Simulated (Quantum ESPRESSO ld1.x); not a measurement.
Q: K+, 18 electrons, occupied as [Ar]. All-electron calculation, scalar-relativistic Kohn-Sham, LDA (Slater exchange, Perdew-Zunger correlation), spin-polarised, spherical densities, point nucleus. Program: ld1.x of Quantum ESPRESSO 7.5. Some entries of the table are withheld. Estimate them.

orbital,occ.,eigenvalue (hartree),<r^2> (bohr^2),<r> (bohr)
1s,2,-129.2762,0.008878,0.08124
2s,2,-13.1740,0.1795,0.3890
2p,6,(1),0.1530,0.3512
3s,2,-1.5198,1.865,1.268
3p,6,-0.9177,2.419,(2)
4s,0,(3),(4),4.022
3d,0,(5),11.19,2.894
4p,0,-0.1338,32.15,5.272
4f,0,-0.0315,346.7,(6)

A: 
(1) 2p eigenvalue (hartree): -10.5196
(2) 3p <r> (bohr): 1.427
(3) 4s eigenvalue (hartree): -0.2251
(4) 4s <r^2> (bohr^2): 18.50
(5) 3d eigenvalue (hartree): -0.1431
(6) 4f <r> (bohr): 17.62
